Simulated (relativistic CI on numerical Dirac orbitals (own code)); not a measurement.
Calculated at this level of theory: Dirac-Coulomb-Breit CI, KLI orbitals optimised for each configuration, model QED, unscaled Slater integrals (own radial code, finite nucleus).

Configurations in the expansion (outside the closed core [Ar] 3d10): 4s²4p⁶, 4s²4p⁵4d, 4s4p⁶4d, 4s²4p⁵4f, 4s4p⁶4f, 4s²4p⁵5s, 4p⁶4d4f, 4s²4p⁵5p, 4s4p⁶5s, 4s²4p⁵5d, 4s4p⁶5p, 4s²4p⁵5f, 4s²4p⁵5g, 4s4p⁶5d, 4s²4p⁵6s, 4p⁶4f5s, 4s²4p⁵6p, 4s4p⁶5f, 4s²4p⁵6d, 4s4p⁶5g, 4s²4p⁵6f, 4p⁶4d², 4p⁵4d³, 4p⁵4d²4f, 4p⁵4d²5s, 4p⁵4d²5p, 4p⁶4f², 4p⁵4d4f², 4p⁵4f³, 4p⁵4f²5s, 4p⁵4f²5p, 4p⁶4d5s, 4p⁵4d4f5s, 4p⁵4d5s², 4p⁵4d5s5p. Double excitations out of closed p, d and f shells are left out; levels of such configurations are missing from the list, as are those of other unlisted configurations, and high levels can miss mixing partners. These lack a partner that the ground configuration has and come out too high: 4s²4p⁵5d, 4s²4p⁵5f, 4s²4p⁵5g, 4s²4p⁵6s, 4s²4p⁵6p.

At this charge energies of transitions that change n are usually good to better than 1 %, and those within a shell (Δn = 0) to a few per cent.

Outline of the computed level scheme of Eu XXVIII. Lowest level of each configuration: 4s²4p⁶ ¹S0 at 0.000 eV; 4s²4p⁵4d ³P°0 at 110.305 eV; 4s4p⁶4d ³D1 at 230.950 eV; 4s²4p⁵4f ³G5 at 265.374 eV; 4s4p⁶4f ³F°2 at 386.291 eV; 4s²4p⁵5s ³P°2 at 399.280 eV; 4s²4p⁵5p ³S1 at 431.993 eV; 4p⁶4d² ³F2 at 475.017 eV.

Some strong electric-dipole decays among the lowest 45 levels: 4s²4p⁵4d ¹P°1 → 4s²4p⁶ ¹S0 (1.7e+12 s⁻¹); 4s²4p⁵5s ¹P°1 → 4s²4p⁶ ¹S0 (1.1e+12 s⁻¹); 4s²4p⁵5p ³D2 → 4s²4p⁵4d ³F°3 (6.5e+11 s⁻¹); 4s²4p⁵5p ³D3 → 4s²4p⁵4d ³F°4 (6.1e+11 s⁻¹); 4s²4p⁵5s ³P°1 → 4s²4p⁶ ¹S0 (5.2e+11 s⁻¹); 4s²4p⁵5p ³S1 → 4s²4p⁵4d ³P°1 (3.8e+11 s⁻¹); 4s²4p⁵4f ³D3 → 4s²4p⁵4d ³D°2 (3.7e+11 s⁻¹); 4s²4p⁵5p ³S1 → 4s²4p⁵4d ³D°2 (3.5e+11 s⁻¹).

LS names give the leading component of a level, which can be under half, so a name can repeat, a term be missing and a line seem to break the LS rules.
